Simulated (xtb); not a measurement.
C$_{3}$H$_{7}$O (SMILES C[C](C)O), doublet, geometry from GFN2-xTB; GFN1-xTB (xtb).

Input for xtb:
```
$ xtb mol.xyz --gfn 1 --uhf 1 --json

# file mol.xyz
11

O      0.00603261     1.39945068     0.10521327
C     -0.01052600     0.01737478     0.17269437
H      0.91691624     1.70866002     0.14601563
C     -1.34102772    -0.59836921    -0.06927069
C      1.24583048    -0.72781260    -0.10982389
H     -1.49928663    -0.83397408    -1.12962906
H      1.48877769    -0.74519186    -1.18250461
H     -2.11939352     0.09363073     0.24088969
H      2.09395553    -0.27939847     0.41110616
H     -1.43953471    -1.52700685     0.49162855
H      1.14464384    -1.75948281     0.21918865
```

What does xtb print? Leave out banner, timings and long lists.


```
   ID    Z sym.   atoms
    1    8 O      1
    2    6 C      2, 4, 5
    3    1 H      3, 6-11

           -------------------------------------------------
          |                Calculation Setup                |
           -------------------------------------------------

           -------------------------------------------------
          |                 G F N 1 - x T B                 |
           -------------------------------------------------

          ...................................................
          :                      SETUP                      :
          :.................................................:
          :  # basis functions                  30          :
          :  # atomic orbitals                  30          :
          :  # shells                           22          :
          :  # electrons                        25          :
          :  # halogen bonds                     0          :
          :  max. iterations                   250          :
          :  Hamiltonian                  GFN1-xTB          :
          :  restarted?                      false          :
          :  GBSA solvation                  false          :
          :  PC potential                    false          :
          :  electronic temp.          300.0000000     K    :
          :  accuracy                    1.0000000          :
          :  -> integral cutoff          0.2500000E+02      :
          :  -> integral neglect         0.1000000E-07      :
          :  -> SCF convergence          0.1000000E-05 Eh   :
          :  -> wf. convergence          0.2000000E-04 e    :
          :  Broyden damping             0.4000000          :
          :  net charge                          0          :
          :  unpaired electrons                  1          :
          ...................................................

 iter      E             dE          RMSdq      gap      omega  full diag
   1    -14.8895712 -0.148896E+02  0.760E+00    3.43       0.0  T
   2    -14.9075641 -0.179929E-01  0.459E+00    4.30       1.0  T
   3    -14.9080667 -0.502596E-03  0.428E-01    4.41       1.0  T
   4    -14.9082293 -0.162582E-03  0.104E-01    4.39       1.0  T
   5    -14.9082577 -0.283459E-04  0.846E-03    4.38       3.6  T
   6    -14.9082579 -0.195972E-06  0.123E-03    4.38      24.5  T
   7    -14.9082579 -0.529610E-08  0.195E-04    4.38     154.5  T
   8    -14.9082579 -0.127207E-09  0.444E-05    4.38     678.9  T

   *** convergence criteria satisfied after 8 iterations ***

         :::::::::::::::::::::::::::::::::::::::::::::::::::::
         ::                     SUMMARY                     ::
         :::::::::::::::::::::::::::::::::::::::::::::::::::::
         :: total energy             -14.751750144349 Eh    ::
         :: gradient norm              0.011223299373 Eh/a0 ::
         :: HOMO-LUMO gap              4.380602326569 eV    ::
         ::.................................................::
         :: SCC energy               -14.908257860098 Eh    ::
         :: -> electrostatic           0.036674498429 Eh    ::
         :: repulsion energy           0.159298341303 Eh    ::
         :: dispersion energy         -0.002790625553 Eh    ::
         :: halogen bond corr.         0.000000000000 Eh    ::
         :: add. restraining           0.000000000000 Eh    ::
         :: total charge               0.000000000000 e     ::
         :::::::::::::::::::::::::::::::::::::::::::::::::::::

           -------------------------------------------------
          |                Property Printout                |
           -------------------------------------------------

    * Orbital Energies and Occupations

         #    Occupation            Energy/Eh            Energy/eV
      -------------------------------------------------------------
         1        2.0000           -0.7809353             -21.2503
         2        2.0000           -0.6596615             -17.9503
         3        2.0000           -0.6458007             -17.5731
         4        2.0000           -0.6221934             -16.9307
         5        2.0000           -0.5840790             -15.8936
         6        2.0000           -0.5613572             -15.2753
         7        2.0000           -0.5520082             -15.0209
         8        2.0000           -0.5180023             -14.0956
         9        2.0000           -0.5112114             -13.9108
        10        2.0000           -0.5080243             -13.8240
        11        2.0000           -0.5068110             -13.7910
        12        2.0000           -0.4783944             -13.0178
        13        1.0000           -0.2995619              -8.1515 (HOMO)
        14                         -0.1385777              -3.7709 (LUMO)
        15                         -0.1253470              -3.4109
        16                         -0.1086078              -2.9554
        17                         -0.0745682              -2.0291
        18                         -0.0610770              -1.6620
        19                         -0.0520454              -1.4162
        20                         -0.0451423              -1.2284
        21                          0.1099164               2.9910
        22                          0.1470279               4.0008
        23                          0.1903741               5.1803
        24                          0.2442685               6.6469
       ...                                ...                  ...
        30                          0.4631067              12.6018
      -------------------------------------------------------------
                  HL-Gap            0.1609842 Eh            4.3806 eV
             Fermi-level           -0.3040240 Eh           -8.2729 eV

  Mulliken/CM5 charges         n(s)   n(p)   n(d)
     1O    -0.51757 -0.72023   1.697  4.820  0.000
     2C     0.15428  0.15043   1.038  2.808  0.000
     3H     0.34446  0.51821   0.656  0.000  0.000
     4C    -0.08746 -0.23002   1.005  3.082  0.000
     5C    -0.10606 -0.24949   1.013  3.093  0.000
     6H     0.03686  0.08886   0.963  0.000  0.000
     7H     0.03877  0.09049   0.961  0.000  0.000
     8H     0.04774  0.10357   0.952  0.000  0.000
     9H     0.02900  0.08255   0.971  0.000  0.000
    10H     0.02541  0.07804   0.975  0.000  0.000
    11H     0.03457  0.08758   0.965  0.000  0.000

Wiberg/Mayer (AO) data.
largest (>0.10) Wiberg bond orders for each atom

 ---------------------------------------------------------------------------
     #   Z sym  total        # sym  WBO       # sym  WBO       # sym  WBO
 ---------------------------------------------------------------------------
     1   8 O    2.048 --     2 C    1.109     3 H    0.872
     2   6 C    3.291 --     1 O    1.109     4 C    1.044     5 C    1.038
     3   1 H    0.896 --     1 O    0.872
     4   6 C    3.997 --     2 C    1.044     8 H    0.981    10 H    0.979
                             6 H    0.957
     5   6 C    3.996 --     2 C    1.038    11 H    0.981     9 H    0.979
                             7 H    0.957
     6   1 H    1.003 --     4 C    0.957
     7   1 H    1.003 --     5 C    0.957
     8   1 H    1.008 --     4 C    0.981
     9   1 H    1.011 --     5 C    0.979
    10   1 H    1.013 --     4 C    0.979
    11   1 H    1.010 --     5 C    0.981
 ---------------------------------------------------------------------------

Topologies differ in total number of bonds
Writing topology from bond orders to xtbtopo.mol

 dipole moment from electron density (au)
     X       Y       Z
   0.8102  -0.3197  -0.1299  total (Debye):    2.238

           -------------------------------------------------
          | TOTAL ENERGY              -14.751750144349 Eh   |
          | GRADIENT NORM               0.011223299373 Eh/α |
          | HOMO-LUMO GAP               4.380602326569 eV   |
           -------------------------------------------------

normal termination of xtb
```
